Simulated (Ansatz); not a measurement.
Input (CCSDT(Q)/cc-pVDZ; Ansatz, a first-principles code):

Ansatz 0.2 input:
```yaml
crystal:
  periodic: [false, false, false]
  atoms:
    - {symbol: B, position_ang: [-1.68206882, -0.07873495, -0.39686690]}
    - {symbol: Ge, position_ang: [0.32262770, 0.01070078, 0.07990181]}
    - {symbol: H, position_ang: [1.10252311, -1.26528511, -0.28989644]}
    - {symbol: H, position_ang: [0.93449095, 1.16736799, -0.74489907]}
    - {symbol: H, position_ang: [0.59068840, 0.32711782, 1.56352957]}
    - {symbol: H, position_ang: [-2.48032583, 0.56313547, 0.20837471]}
    - {symbol: H, position_ang: [-2.06111909, -0.74108645, -1.30963230]}
basis:
  gaussian:
    orbitals: cc-pVDZ
magnetization: {spin_polarized: false}
correlation: {method: ccsdt_q, electrons: outside_noble_gas}
```

Output:

```
Functional definition: HF
integrals: 0.06 GiB planned
1295 factors; integrals over basis functions are off by at most 2.1e-7 eV
mean field: 0.27 GiB planned
mean field evaluation 1: about -57221.4885 eV, gradient 1.2e1 eV
mean field evaluation 2: about -57221.5134 eV, gradient 1.2e1 eV
mean field evaluation 4: about -57222.3738 eV, gradient 4.4e-1 eV
mean field evaluation 8: about -57222.3754 eV, gradient 2.8e-4 eV
mean field evaluation 16: about -57222.3754 eV, gradient 1.3e-6 eV
mean field -57222.37538918 eV, -2102.8835088334 hartree, gradient 1.3e-6 eV, S^2 0.000000; 0 other end points of the search recorded, 0 dependent functions left out
15 core orbitals not correlated
reference -57222.37538918 eV, -2102.8835088334 hartree; 6, 6 occupied and 45, 45 virtual orbitals, 1295 factors
second order -5.04391273 eV of doubles, -0.00000000 eV of singles
coupled cluster: 0.54 GiB planned
cycle   1  -5.94107052 eV  change   -9.0e-1 eV  update   7.4e-2
cycle   2  -6.37318117 eV  change   -4.3e-1 eV  update   2.9e-2
cycle   3  -6.41538198 eV  change   -4.2e-2 eV  update   1.1e-2
cycle   4  -6.41675300 eV  change   -1.4e-3 eV  update   4.5e-3
cycle   5  -6.41673896 eV  change    1.4e-5 eV  update   2.2e-3
cycle   6  -6.41604312 eV  change    7.0e-4 eV  update   8.9e-4
cycle   7  -6.41570055 eV  change    3.4e-4 eV  update   3.4e-4
cycle   8  -6.41597943 eV  change   -2.8e-4 eV  update   1.3e-4
cycle   9  -6.41603390 eV  change   -5.4e-5 eV  update   3.7e-5
cycle  10  -6.41600358 eV  change    3.0e-5 eV  update   1.5e-5
cycle  11  -6.41599370 eV  change    9.9e-6 eV  update   6.3e-6
cycle  12  -6.41599552 eV  change   -1.8e-6 eV  update   2.3e-6
cycle  13  -6.41599667 eV  change   -1.1e-6 eV  update   1.1e-6
cycle  14  -6.41599868 eV  change   -2.0e-6 eV  update   5.3e-7
cycle  15  -6.41599916 eV  change   -4.8e-7 eV  update   2.5e-7
perturbative correction -0.00471691 eV, -0.0001733431 hartree
Total energy: -57228.79610525 eV, -2103.1194657966 hartree
```
